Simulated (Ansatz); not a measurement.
Start from `[CH3][GeH]([F])[CH]=O` and change one atom or group to get `[CH3][GeH]([F])[Cl]`.

Ansatz, PBE0-D4/def2-TZVP geometries, multiplicity 1. Each molecule was computed in one conformer, which needn't be the lowest.

Scalar relativity is left out up to krypton.

```json
{"property": "size of the dipole moment (PBE/def2-TZVPP) / D", "`[CH3][GeH]([F])[CH]=O`": "1.16"}
{"property": "HOMO–LUMO gap (PBE/def2-TZVPP) / eV", "`[CH3][GeH]([F])[CH]=O`": "2.87"}
{"property": "LUMO energy (PBE0/def2-TZVPP) / eV", "`[CH3][GeH]([F])[CH]=O`": "-1.75"}
{"property": "size of the dipole moment (ωB97M-V/def2-TZVPP) / D", "`[CH3][GeH]([F])[CH]=O`": "1.21"}
{"property": "LUMO energy (PBE/def2-TZVPP) / eV", "`[CH3][GeH]([F])[CH]=O`": "-2.90"}
{"property": "HOMO energy (PBE0/def2-TZVPP) / eV", "`[CH3][GeH]([F])[CH]=O`": "-7.20"}
```

Problem. What does the change do to each property? (Estimate.)

Solution. The calculation gave: 
```
                                          property  `[CH3][GeH]([F])[Cl]`  shift
    size of the dipole moment (PBE/def2-TZVPP) / D                   2.81   1.65
               HOMO–LUMO gap (PBE/def2-TZVPP) / eV                   6.68   3.81
                LUMO energy (PBE0/def2-TZVPP) / eV                   0.19   1.94
size of the dipole moment (ωB97M-V/def2-TZVPP) / D                   2.92   1.71
                 LUMO energy (PBE/def2-TZVPP) / eV                  -0.82   2.08
                HOMO energy (PBE0/def2-TZVPP) / eV                  -8.90  -1.70
```

With PBE0 the HOMO falls by 1.70 eV and the LUMO rises by 1.94 eV, so the gap widens by about 3.64 eV. PBE moves the HOMO by -1.74 eV and ωB97M-V by -1.67 eV. Dipoles are sizes alone; their direction can turn.
